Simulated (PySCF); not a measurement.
Ge(H)(Br)2(Me) (CH4Br2Ge), SMILES [Br][GeH]([Br])[CH3]. Heavy atoms are numbered as in [GeH:1]([CH3:2])([Br:3])[Br:4]. Hydrogens are named by the atom that carries them.

The structure is a stationary point at B3LYP-D3(BJ)/def2-SVP.

Level of theory: CAM-B3LYP/def2-TZVP run with PySCF.

ESP charges are fitted to the potential on shells at 1.4 to 2.0 van der Waals radii. Atomic charges (e), one atom of each kind:

| atom | ESP fit | Löwdin |
|---|---|---|
| Ge1 (GeH) | 0.26 | 0.00 |
| C2 (CH3) | -0.53 | -0.50 |
| Br3 | -0.15 | 0.07 |
| H on Ge1 | 0.02 | -0.04 |
| H on C2 | 0.18 | 0.13 |
